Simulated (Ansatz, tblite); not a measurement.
Cost and result up the ladder for the cluster Sn6S6 (the lowest singlet isomer of a short search) (12 atoms). Charge 0, multiplicity 1. Geometry: PBE-D4/def2-SVP.

```xyz
12

Sn   -0.4680    1.1674   -1.9464
Sn    1.6965    2.6266    0.8963
Sn    2.0197   -1.1160   -0.2026
Sn   -1.3222   -2.6165   -1.4128
Sn   -1.6605    1.5905    1.7322
Sn   -1.0875   -1.6816    2.0674
S     0.1993   -3.2685    0.6072
S     0.7668    0.2739    2.0026
S    -2.1333   -0.3188   -0.1104
S    -0.7124    3.2522    0.1056
S     0.6089   -1.3276   -2.4382
S     2.0926    1.4183   -1.3009
```

Ansatz on 4 threads of Arm Neoverse V2 on a shared host; xTB runs through tblite on one thread. Times are rough, summed over both states, and most runs start from the orbitals of an earlier one. PBE0-D4/def2-SVP serves as the yardstick here, not as an exact answer. The other state is a triplet.

In the def2 sets Sn takes a core potential; there is no spin–orbit coupling. The xTB rows come from tblite. HOMO above LUMO, or a gap near zero within one spin, warns that the state may not be the lowest or that an electron is smeared out. The structure comes from a short search, and lower isomers may exist.

xTB has no spin-polarisation term.

```json
{"level": "PBE-D4/def2-SVP (with forces)", "functions": "264", "vertical triplet (eV)": "2.07", "difference from PBE0-D4/def2-SVP (eV)": "-0.40", "remarks": "gap within one spin near zero (triplet)"}
{"level": "GFN1-xTB", "functions": "108", "vertical triplet (eV)": "2.74", "difference from PBE0-D4/def2-SVP (eV)": "0.27", "remarks": "–"}
{"level": "PBE0-D4/def2-SVP", "functions": "264", "vertical triplet (eV)": "2.47", "difference from PBE0-D4/def2-SVP (eV)": "0.00", "remarks": "–"}
{"level": "GFN2-xTB", "functions": "108", "vertical triplet (eV)": "2.47", "difference from PBE0-D4/def2-SVP (eV)": "-0.01", "remarks": "–"}
```

(1) Estimate how long each takes.

Answers

(1) GFN1-xTB 0.058 s; GFN2-xTB 0.13 s; PBE-D4/def2-SVP (with forces) 59 s; PBE0-D4/def2-SVP 3.7 min. On shared hardware such times vary by a factor of up to 3.
